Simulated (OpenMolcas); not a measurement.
**Bi2+: the spin-orbit constant, worked from levels**

| Quantity | Value |
| --- | --- |
| Program | OpenMolcas 26.06 |
| Basis | ANO-RCC-VTZP [8s7p5d3f2g] |
| Scalar Hamiltonian | DKH2, point nucleus |
| Active space | 3 electrons in 9 orbitals (RAS2 6s 6p; RAS3 6d, at most 2 electrons) |
| State averaging | 2S+1 = 4 odd, 1 root; 2S+1 = 2 odd, 11 roots; 2S+1 = 4 even, 3 roots; 2S+1 = 2 even, 9 roots |
| Spin-orbit coupling | state interaction with AMFI integrals over the reference wave functions, term energies averaged over their components |

Methods: RASSCF; MS-RASPT2, IPEA 0.25 Eh, imaginary shift 0.1 Eh (closed shells correlated: 5d). Measured levels: Moore, Atomic Energy Levels, vol. III, NSRDS-NBS 35 (1971 reprint of NBS Circular 467, 1958).

**The spin-orbit constant.** For the Hund term ²P° of p1, E(J) = (A/2) J(J+1) + constant and ζ = 2S·A = A. From J = 1/2 to J = 3/2 the energy changes by 1.5 A.

```tsv
Source	E(3/2) - E(1/2)	A	ζ
RASSCF	18263.4	12175.6	12176
MS-RASPT2	18347.9	12231.9	12232
measured	20788.0	13858.7	13859
```

All in cm-1. MS-RASPT2 is off by -11.7 % and RASSCF by -12.1 %. Both methods take the spin-orbit matrix elements from the reference wave functions, so the second can move ζ only through the term energies and any multistate remixing.

The run also gave levels led by 6s 6p 6d, which use shells meant for correlation; these and all levels above them are left out. Spin-orbit splittings of 6p shells tend to come out small when the coupling is added on scalar orbitals. Measured partners are found by configuration, term and J. A level has none where our copy of the source lacks it or the pairing is in doubt (some pairs that miss far off the trend of their configuration count as doubtful), and it then counts in no deviation. Levels of configurations outside the active space are missing.

° marks odd parity.
